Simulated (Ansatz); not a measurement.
Start from `NC[NH][InH2]` and change one atom or group to get `NC[NH][GaH][Cl]`.

Ansatz, PBE0-D4/def2-TZVP geometries, multiplicity 1. Each molecule was computed in one conformer, which needn't be the lowest. `NC[NH][InH2]` holds a close contact that its SMILES doesn't draw: In···N 2.43 Å.

Elements past krypton have def2 core potentials. Scalar relativity is left out up to krypton.

| property | `NC[NH][InH2]` |
| --- | --- |
| LUMO energy (PBE/def2-TZVPP) / eV | -1.16 |
| HOMO energy (PBE/def2-TZVPP) / eV | -4.91 |
| LUMO energy (ωB97M-V/def2-TZVPP) / eV | 0.74 |
| HOMO–LUMO gap (B3LYP/def2-TZVPP) / eV | 5.27 |
| HOMO energy (ωB97M-V/def2-TZVPP) / eV | -8.54 |
| HOMO–LUMO gap (PBE/def2-TZVPP) / eV | 3.75 |

Q: What does the change do to each property? (Estimate.)

A: Computed: 
```
                             property  `NC[NH][GaH][Cl]`  shift
    LUMO energy (PBE/def2-TZVPP) / eV              -1.57  -0.41
    HOMO energy (PBE/def2-TZVPP) / eV              -5.62  -0.71
LUMO energy (ωB97M-V/def2-TZVPP) / eV               0.86   0.12
HOMO–LUMO gap (B3LYP/def2-TZVPP) / eV               5.67   0.40
HOMO energy (ωB97M-V/def2-TZVPP) / eV              -9.31  -0.77
  HOMO–LUMO gap (PBE/def2-TZVPP) / eV               4.05   0.30
```

With PBE0 the HOMO falls by 0.76 eV and the LUMO falls by 0.35 eV, so the gap widens by about 0.41 eV. PBE moves the HOMO by -0.71 eV and ωB97M-V by -0.77 eV.

Positive LUMOs are unbound, so they and the gaps depend on the basis.

B3LYP here is the variant with VWN-RPA as its local correlation; programs differ in this.
